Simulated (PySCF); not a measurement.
## Vibration and rotation of PIr

CAM-B3LYP constants of PIr, triplet, unpaired electrons π ↑, δ ↑, a mixture of terms (⟨Lz²⟩ = 4.9) (PySCF, scalar-relativistic core potentials, basis sets P def2-TZVPP, Ir def2-TZVPP with ECP60; masses 30.9738 and 192.9629 u):

| Property | Result |
| --- | --- |
| ωe | 564.6 cm⁻¹ |
| ωexe | 2.6 cm⁻¹ |
| Be | 0.15236 cm⁻¹ |
| αe | 0.000625 cm⁻¹ |

(1) What force constant and bond length do these constants imply?

(2) Estimate the centrifugal constant D from the Kratzer relation and find the Dunham coefficient a1.

De is left out where the level can put another filling of the metal’s s and d shells below the measured ground configuration, by anything from nothing to about 1 eV. These are scalar-relativistic numbers at best; spin–orbit coupling would shift them, the dissociation energy most. The state is the lowest single determinant that the PBE0 search found; with open d or f shells the true ground state can be another one.

Answers

(1) Reduced mass μred = 26.690 u; k = 5.8918×10⁻⁷·μred·ωe² (u, cm⁻¹, mdyn/Å) = 5.01 mdyn/Å; Re = √(16.8576/(μred·Be)) (u, cm⁻¹, Å) = 2.036 Å.

(2) D = 4Be³/ωe² = 4.44e-08 cm⁻¹; a1 = −1 − αeωe/(6Be²) = -3.53.
